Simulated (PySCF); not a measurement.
Computed properties of ClHOTe, SMILES [Te](O)Cl

Te(Cl)(OH) (ClHOTe), SMILES O[Te]Cl. The structure is a stationary point at B3LYP-D3(BJ)/def2-TZVP. The def2 effective core potentials stand for the cores of Te; spin–orbit coupling is left out. The values are those of a single conformer. All values are computed for the isolated molecule unless a solvent is named; none is compared with measurement here.

**Structure.** All 6 harmonic modes at B3LYP-D3(BJ)/def2-TZVP (PySCF) are real, so it is a minimum. With heavy atoms numbered as in [Te:1]([Cl:2])[OH:3], the shortest bond between them is Te1–O3 at 1.960 Å and the longest Te1–Cl2 at 2.363 Å.

**Vibrations.** The strongest infrared lines (harmonic, unscaled, degenerate partners summed) lie at 435 cm⁻¹ (116 km/mol, H 89 %, O 9 %), 3784 cm⁻¹ (105 km/mol, H 94 %), 617 cm⁻¹ (67 km/mol, O 86 %, Te 12 %). The softest mode is at 167 cm⁻¹ and the zero-point energy is 9.1 kcal/mol.

**Electronic structure.** CAM-B3LYP/def2-TZVPD (PySCF) places the frontier levels at -7.84 and -1.46 eV, a gap of 6.38 eV, and gives a dipole moment of 2.26 D and a mean polarisability of 59.7 bohr³.

**Excitations.** TDA-B3LYP/def2-SVPD (PySCF) has S1 at 2.52 eV (493 nm, f = 0.001, dark); the most intense of the 10 singlets computed lies at 5.36 eV (f = 0.06). T1 (TDA) is at 1.82 eV, 0.70 eV under S1.
